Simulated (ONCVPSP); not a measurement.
## Li: one change to an ONCV potential, before and after

Li, optimised norm-conserving Vanderbilt (ONCV), made with ONCVPSP 4.0.1 (BLYP, scalar-relativistic). Core [He], reference 2s0.75 (charge +0.25). Waves: 2s: rc 2.10 bohr, ncon 5, nbas 10, qcut 2.6 1/bohr, 3 projectors, debl 1.9 Ha; p scattering state at 0.17 Ha: rc 1.85 bohr, ncon 4, nbas 8, qcut 4.7 1/bohr, 2 projectors, debl 2 Ha; d scattering state at 0.41 Ha: rc 2.30 bohr, ncon 4, nbas 9, qcut 3.9 1/bohr, 2 projectors, debl 0.5 Ha. Local part: polynomial inside 1.20 bohr (lpopt 2, dvloc0 2 Ha). Core correction: none.

Change: s: rc 2.46.

Cutoffs: the cutoffs (Ha) at which the residual kinetic energy of the hardest occupied pseudo-wave falls to 1 and 0.1 mHa per electron; they do not see the model core or the augmentation charge, which bear on the density cutoff. Errors are all-electron minus pseudo energies relative to the spin-unpolarised reference configuration.

Task: What does the change do?

Result: The potential gets neither clearly harder nor softer (2.5 Ha and 4.1 Ha → 2.4 Ha and 4.2 Ha); the bound ghost in s disappears.

```csv
quantity,base,changed
"cutoff, loose",2.5 Ha,2.4 Ha
"cutoff, tight",4.1 Ha,4.2 Ha
bound ghosts,s,none
GHOST(+) flags under 300 eV,none,none
tests with a reliable result,2 of 3,2 of 3
"error for 2s1, meV [ΔE -0.84 eV]",+1.5,+1.5
"error for 2s0.5, meV [ΔE 1.17 eV]",+3.8,+3.8
p: phases at 1.88 bohr within 0.05 rad from the reference energy up to (Ha; the scan ends near 5),to the end of the scan,to the end of the scan
d: phases at 2.33 bohr within 0.05 rad from the reference energy up to (Ha; the scan ends near 5),3.8,3.8
```

Base: The cutoffs count occupied waves only; projector 3 of the s channel, the hardest unoccupied one, needs 95 Ha at the loose tolerance. Changed file: The cutoffs count occupied waves only; projector 3 of the s channel, the hardest unoccupied one, needs 64 Ha at the loose tolerance. A true bound ghost makes a file unfit for plane-wave use even where its test errors are small: the radial tests pick states by their node count and pass the ghost by.
